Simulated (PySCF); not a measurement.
RhH₄⁻ at several levels of theory

All levels use the PBE0 minimum (singlet; Rh–H 1.508 Å (×2), Rh–H 1.682 Å (×2); H–Rh–H 84.5°, H–Rh–H 89.4° (×4), H–Rh–H 178.3°), basis [Rh def2-TZVPD with ECP28, H def2-TZVPD], scalar-relativistic core potentials, density fitting, no spin–orbit coupling, PySCF. For vertical energies the ionised species is a doublet (spins chosen at PBE0 and kept). Open shells are unrestricted, also as the reference of the correlated levels. Dipoles are about the centre of mass. A dash marks a value that was not computed or is not defined at that level.

```tsv
level	vertical detachment energy (eV)	−ε(HOMO) (eV)	gap (eV)	dipole (D)
PBE0	?	?	?	?
HF	2.01	3.35	8.57	2.92
MP2	?	–	–	–
PBE	2.66	-0.58	2.16	2.01
```

Fill in the row of MP2.

vertical detachment energy (eV) 3.03.

Fill in the row of PBE0.

vertical detachment energy (eV) 2.75, −ε(HOMO) (eV) 0.75, gap (eV) 4.16, dipole (D) 2.21.

The highest occupied level lies above zero at PBE, a mark of self-interaction error.

Spin contamination in at least one species weakens the values at: HF, MP2.

The lowest empty level of this anion is unbound, so it and the gap depend on the basis.
